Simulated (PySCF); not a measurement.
Record of a relaxation.

Compound: CH3BCl4Si.
SMILES with atom numbers: `[Cl:1][B:2]([Cl:3])[SiH2:4][CH:5]([Cl:6])[Cl:7]` (hydrogens: H8, H9 on Si4; H10 on C5)

Computed by this run: PBE0-D3(BJ)/def2-SVP geometry optimisation, gas phase (PySCF 2.14.0); density fitting, grid level 1; the optimiser is geomeTRIC in internal coordinates, started from a GFN2-xTB structure with every atom displaced at random (about 0.01 Å). The frame can shift and turn from step to step; on so coarse a grid that alone can change the energy by a few meV, and forces under 0.02 eV/Å are noise.

Step 0: E = -59691.2360 eV, largest atomic force 1.260 eV/Å
```
atom  x, y, z in Å  |  force x, y, z in eV/Å
Cl1    -2.267   -1.302   -0.736   -0.043  -0.516  -0.229
B2     -1.816    0.253   -0.135    0.534   0.222   0.016
Cl3    -3.069    1.305    0.412   -0.347   0.422   0.201
Si4     0.140    0.818   -0.107   -0.203  -1.104   0.338
C5      1.202   -0.778    0.005    0.235   0.772   0.968
Cl6     0.755   -1.607    1.520   -0.214  -0.158   0.155
Cl7     2.931   -0.345    0.055    0.075   0.074  -0.181
H8      0.523    1.630    1.045    0.029   0.309   0.515
H9      0.573    1.502   -1.299    0.126   0.545  -0.988
H10     1.079   -1.497   -0.780   -0.193  -0.566  -0.795
```

Step 1: E = -59691.3259 eV, largest atomic force 0.383 eV/Å
```
atom  x, y, z in Å  |  force x, y, z in eV/Å
Cl1    -2.609   -1.469   -0.507    0.020   0.115   0.033
B2     -2.159    0.090    0.157   -0.114  -0.106   0.041
Cl3    -3.422    1.189    0.665    0.105  -0.078  -0.052
Si4    -0.210    0.608    0.271    0.047   0.212   0.019
C5      0.858   -0.958    0.473   -0.071  -0.283  -0.248
Cl6     0.357   -1.783    1.984    0.034   0.086  -0.073
Cl7     2.587   -0.543    0.472    0.002   0.008   0.046
H8      0.087    1.475    1.448   -0.035   0.008  -0.056
H9      0.175    1.324   -0.997    0.004  -0.115   0.118
H10     0.707   -1.690   -0.340    0.008   0.153   0.173
```

Step 2: E = -59691.3317 eV, largest atomic force 0.071 eV/Å
```
atom  x, y, z in Å  |  force x, y, z in eV/Å
Cl1    -2.597   -1.471   -0.501    0.011   0.020   0.008
B2     -2.153    0.084    0.168   -0.032  -0.044  -0.009
Cl3    -3.419    1.179    0.662    0.017  -0.003   0.005
Si4    -0.207    0.615    0.276    0.012   0.066   0.023
C5      0.852   -0.958    0.465   -0.025  -0.043  -0.042
Cl6     0.348   -1.773    1.975   -0.001  -0.001   0.015
Cl7     2.583   -0.552    0.471    0.018  -0.003   0.004
H8      0.087    1.490    1.446   -0.008   0.007  -0.014
H9      0.184    1.313   -0.990    0.006  -0.020   0.002
H10     0.692   -1.684   -0.344    0.002   0.020   0.008
```

Step 3: E = -59691.3323 eV, largest atomic force 0.024 eV/Å
```
atom  x, y, z in Å  |  force x, y, z in eV/Å
Cl1    -2.585   -1.475   -0.498   -0.010   0.007   0.001
B2     -2.150    0.082    0.170    0.017  -0.009  -0.002
Cl3    -3.416    1.174    0.668   -0.012  -0.006   0.005
Si4    -0.205    0.622    0.277    0.004   0.005   0.005
C5      0.847   -0.958    0.462   -0.004   0.019   0.015
Cl6     0.341   -1.770    1.974   -0.001  -0.007   0.009
Cl7     2.582   -0.562    0.469    0.005  -0.006  -0.002
H8      0.088    1.501    1.442    0.000   0.005  -0.003
H9      0.188    1.311   -0.991    0.004  -0.001  -0.013
H10     0.682   -1.680   -0.347   -0.004  -0.007  -0.015
```

Step 4: E = -59691.3325 eV, largest atomic force 0.041 eV/Å
```
atom  x, y, z in Å  |  force x, y, z in eV/Å
Cl1    -2.584   -1.474   -0.498    0.006  -0.015  -0.010
B2     -2.147    0.081    0.172    0.007   0.008   0.000
Cl3    -3.417    1.165    0.677   -0.009   0.015   0.014
Si4    -0.202    0.626    0.276   -0.002  -0.022  -0.008
C5      0.845   -0.957    0.462    0.009   0.027   0.030
Cl6     0.337   -1.767    1.975   -0.001  -0.003  -0.001
Cl7     2.582   -0.572    0.467   -0.006  -0.005  -0.004
H8      0.091    1.510    1.438    0.002   0.003   0.000
H9      0.192    1.309   -0.996   -0.001   0.002  -0.010
H10     0.675   -1.678   -0.347   -0.005  -0.011  -0.012
```

Step 5: E = -59691.3327 eV, largest atomic force 0.025 eV/Å
```
atom  x, y, z in Å  |  force x, y, z in eV/Å
Cl1    -2.580   -1.472   -0.502    0.001  -0.009  -0.009
B2     -2.145    0.081    0.174    0.004   0.019   0.006
Cl3    -3.415    1.161    0.689   -0.003   0.002   0.007
Si4    -0.201    0.629    0.273   -0.003  -0.020  -0.011
C5      0.842   -0.957    0.463    0.014   0.010   0.018
Cl6     0.333   -1.763    1.978   -0.001   0.003  -0.005
Cl7     2.581   -0.579    0.466   -0.009  -0.002  -0.003
H8      0.095    1.516    1.432    0.002   0.003   0.000
H9      0.193    1.306   -1.002   -0.002  -0.001  -0.002
H10     0.669   -1.679   -0.346   -0.004  -0.004  -0.001
```

**Question.** Summarise the path.

**Answer.** The energy falls by 9.34 kJ/mol from step 0 to step 5; nine tenths of that is first reached at step 1. It falls at every step. The largest force goes from 1.260 to 0.025 eV/Å. Among the bonds Si4–H9 changes most, from 1.441 to 1.496 Å; the atoms move by 0.060 Å rms after alignment.

The cost below is that of the whole optimisation. Hardware: one thread, Arm Neoverse V2 (aarch64), on a shared host. Cost: 53 s wall, 0.52 GiB resident at most.
